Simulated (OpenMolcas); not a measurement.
# neutral antimony: thermal populations, Slater's ratio, worked from levels

* Program: OpenMolcas 26.06
* Basis: ANO-RCC-VQZP [8s7p5d3f2g]
* Scalar Hamiltonian: DKH2, point nucleus
* Active space: 3 electrons in 3 orbitals (5p)
* State averaging: 2S+1 = 4 odd, 1 root; 2S+1 = 2 odd, 8 roots
* Spin-orbit coupling: state interaction with AMFI integrals over the reference wave functions, term energies averaged over their components

Methods: CASSCF; SS-CASPT2, IPEA 0.25 Eh, imaginary shift 0.1 Eh (closed shells correlated: 4d 5s). Measured levels: NIST Handbook of Basic Atomic Spectroscopic Data.

**Thermal populations.** Z = Σ (2J + 1) exp(-E/kT) with k = 0.695035 cm-1/K, over the levels below. No other level of either list lies under 43200 cm-1, which is above 7 kT at each temperature.

```json
{"Level": "5s² 5p³ ⁴S°_3/2", "2J + 1": "4", "SS-CASPT2": "0.0", "measured": "0.0"}
{"Level": "5s² 5p³ ²D°_3/2", "2J + 1": "4", "SS-CASPT2": "9260", "measured": "8512"}
{"Level": "5s² 5p³ ²D°_5/2", "2J + 1": "6", "SS-CASPT2": "10310", "measured": "9854"}
{"Level": "5s² 5p³ ²P°_1/2", "2J + 1": "2", "SS-CASPT2": "17380", "measured": "16395"}
{"Level": "5s² 5p³ ²P°_3/2", "2J + 1": "4", "SS-CASPT2": "18900", "measured": "18464"}
```

| T (K) | Z, SS-CASPT2 | Z, measured levels | Ground level (%), SS-CASPT2 | Ground level (%), measured levels |
| --- | --- | --- | --- | --- |
| 5000 | 4.618 | 4.735 | 86.6 | 84.5 |
| 8000 | 5.917 | 6.134 | 67.6 | 65.2 |

At 8000 K, kT = 5560 cm-1, and the computed levels give Z = 4.000 + 0.756 + 0.939 + 0.088 + 0.134 = 5.917.

**Slater's ratio.** With one set of orbitals, p3 has ²D° - ⁴S° = 9 F2 and ²P° - ²D° = 6 F2 (F2 = F²/25), a ratio of 2/3. Term energies are centres of gravity, weighted by 2J + 1.

```tsv
Source	²D° - ⁴S°	²P° - ⁴S°	F2 from the first	Ratio
CASSCF	13044	22820	1449	0.749
SS-CASPT2	9890	18393	1099	0.860
measured	9317	17775	1035	0.908
```

Energies in cm-1. A ratio away from 2/3 shows effects beyond one configuration with one set of orbitals, and in heavier atoms second-order spin-orbit shifts.

Term energies are means over components that CASPT2 splits; among the terms shown or strongly mixed into the levels shown the widest spread is 370 cm-1 (5s² 5p³ ²D°, SS-CASPT2). With the s shell closed, the reference lacks s² → p² mixing. Computed and measured levels are paired by configuration, term and J; levels that our copy of the source lacks, or whose pairing is in doubt (as where it misses far off the trend of its configuration), stay unpaired and out of the deviations. Levels of configurations outside the active space are missing.

° marks odd parity.
